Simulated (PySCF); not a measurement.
# Electron correlation in Si⁺ (silicon, charge +1)

[Ne] 3s2 3p1, 2P determinant. Calculation: PySCF 2.14, in 6-31G* (4s3p1d, 18 functions); the non-relativistic Hamiltonian (point nucleus). Frozen: [Ne]; 3 electrons correlated.

MP2 pair energies summed by pair of shells (mhartree):

```csv
pair,energy,share (%)
3s-3s,-20.81,61.0
3s-3p,-13.29,39.0
```

Total MP2 correlation energy: -34.10 mhartree.

Same-spin part -1.90 and opposite-spin part -32.20 mhartree; SCS-MP2 scales them by 1/3 and 6/5 to -39.28 mhartree.

```csv
level,correlation energy (mhartree)
CCSD,-51.09
(T),-0.56
CCSD(T),-51.65
```

Diagnostics: T1 = 0.011, D1 = 0.0219, largest double amplitude 0.110.

**Question.** Is a single reference adequate?

**Answer.** Mostly. T1 lies below 0.03, but a double amplitude of this size points to a near-degeneracy that CCSD handles and MP2 describes poorly.
